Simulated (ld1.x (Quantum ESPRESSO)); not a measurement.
Results of a calculation; reference values are marked as such.
## Hardness and transferability of assorted potentials

Generated with ld1.x 7.5 (TM, RRKJ, ultrasoft, PAW), atompaw 4.2 or ONCVPSP 4.0.1. The cutoff is in Ry: for ld1.x and atompaw files where the sum of valence levels is converged to 10 mRy in a Bessel basis, for ONCV files where the hardest occupied wave has 1 mHa per electron of residual kinetic energy. The error is the largest all-electron minus pseudo excitation energy over each file’s own four to seven test configurations (ionisations up to +4, promotions, holes and added fractions of an electron), all of which were solved. The labels leave out finer settings (local radius, basis sizes, second energies), which also bear on the numbers. Spin-polarised tests are not counted. The rows are a selection from randomly drawn settings: files with unsolved tests, undetermined cutoffs or missed reference levels are left out.

```csv
element,potential,cutoff (Ry),largest error (meV),bound ghosts
P,"TM semilocal, PBEsol, scalar-relativistic, rc 1.45/2.05/1.70 (spd), local d, core correction yes, reference 3s2 3p3",21,+143,none
In,"PAW, PBE, scalar-relativistic, rc 2.00/3.20/1.50 (spd), local smoothed, core correction yes, reference 4d10 5s2 5p1",60,-11,none
Au,"PAW, PBE, scalar-relativistic, rc 2.30/2.30/2.15 (spd), local smoothed, core correction yes, reference 5d8 6s0 6p0",25,-189,none
```

Task: Fill in the row for Er: TM, PBE, scalar-relativistic, rc 2.55/4.20/2.80 (spd), local s, core correction no, reference 5d1 6s2 6p0.

Result: cutoff 18 Ry, largest error +183 meV, bound ghosts: none.

Task: Fill in the row for Au: RRKJ, LDA (PZ), scalar-relativistic, rc 2.45/1.40/1.75 (spd), local s, core correction yes, reference 5p6 5d10 6s1 6p0.

Result: cutoff 80 Ry, largest error -501 meV, bound ghosts: none.

Task: Fill in the row for Si: ultrasoft, PBE, fully relativistic, rc 1.90/2.10/2.00 (spd), local smoothed, core correction yes, reference 3s2 3p0.

Result: cutoff 6 Ry, largest error +20 meV, bound ghosts: none.
